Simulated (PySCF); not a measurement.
This PySCF input asks for the NMR shieldings of `InChI=1S/C7H14/c1-3-7-5-4-6(7)2/h6-7H,3-5H2,1-2H3/t6-,7+/m0/s1`; the geometry comes from GFN2-xTB.

```python
import basis_set_exchange as bse
import numpy as np
from pyscf import gto, dft
from pyscf.prop import nmr

atoms = """
C     2.571045   -0.590714    0.106642
C     1.106150   -0.917550   -0.162721
C     0.301856    0.345011   -0.433359
C     0.030978    1.285283    0.754505
C    -1.427839    1.419244    0.297017
C    -1.225865    0.237403   -0.670094
C    -1.889621   -1.047259   -0.203885
H     3.013957   -0.090003   -0.751822
H     3.135903   -1.499200    0.303136
H     2.661034    0.064820    0.969791
H     1.036906   -1.579322   -1.029678
H     0.693849   -1.447112    0.697480
H     0.772130    0.886889   -1.257952
H     0.125349    0.778690    1.713293
H     0.611916    2.204942    0.784155
H    -1.626760    2.358976   -0.213974
H    -2.184128    1.269476    1.064853
H    -1.526806    0.436854   -1.701569
H    -1.561486   -1.892644   -0.804204
H    -2.970069   -0.957584   -0.300564
H    -1.657420   -1.249257    0.838480
"""
names = dict.fromkeys(["C", "H"], "pcSseg-1")
basis = {el: gto.basis.parse(bse.get_basis(n, elements=[el], fmt="nwchem")) for el, n in names.items()}
mol = gto.M(atom=atoms, basis=basis, charge=0, verbose=0)
mf = dft.RKS(mol, xc="PBE0")
mf.grids.level = 2
mf.grids.alignment = dft.numint.BLKSIZE   # the property module wants whole blocks of grid points
mf.conv_tol = 1e-9
mf.kernel()

calc = nmr.RKS(mf)   # GIAO
C = mf.mo_coeff
Co = C[:, mf.mo_occ > 0]
resp = mf.gen_response(singlet=True, hermi=2)
def vind(x):   # induced exchange potential for any number of trial vectors
    d = np.einsum("pi,xij,qj->xpq", C, 2 * x.reshape(-1, C.shape[1], Co.shape[1]), Co, optimize=True)
    return np.einsum("xpq,pi,qj->xij", resp(d - d.transpose(0, 2, 1)), C, Co, optimize=True).ravel()
mo1, _ = nmr.rhf.solve_mo1(calc, with_cphf=vind)
sigma = calc.kernel(mo1)
for i, s in enumerate(sigma):   # ppm
    print("%2d %-2s %9.2f" % (i, mol.atom_pure_symbol(i), np.trace(s) / 3))
```

**Question.** Give the expected output.

**Answer.** 
```
 0 C     173.71
 1 C     158.36
 2 C     147.33
 3 C     161.59
 4 C     161.41
 5 C     154.18
 6 C     168.74
 7 H      31.11
 8 H      30.64
 9 H      30.82
10 H      30.33
11 H      30.48
12 H      29.57
13 H      30.14
14 H      29.58
15 H      29.51
16 H      30.43
17 H      29.41
18 H      30.62
19 H      30.73
20 H      30.68
```

These numbers come from an equivalent density-fitted implementation of the same equations, which agrees with the script to about 0.01 ppm for H and up to a few tenths of a ppm for heavy atoms, so last digits may differ.

**Question.** Turn these shieldings into chemical shifts. Shifts are taken against calculated references (same method and geometry level): ¹³C (σ = 186.93 ppm), ¹H (σ = 31.72 ppm) vs TMS.

**Answer.** Averaging equivalent atoms: C 2: 39.6; C 5: 32.7; C 1: 28.6; C 4: 25.5; C 3: 25.3; C 6: 18.2; C 0: 13.2; H 17: 2.30; H 15: 2.21; H 12: 2.15; H 14: 2.13; H 13: 1.58; H 10: 1.38; H 16: 1.29; H 11: 1.24; H 18/19/20: 1.04; H 7/8/9: 0.86 ppm. 

Size and cost of the density-fitted run: 189 basis functions, 90 s wall time on 1 thread of an AMD EPYC 7571, shared host; peak memory 0.85 GiB.
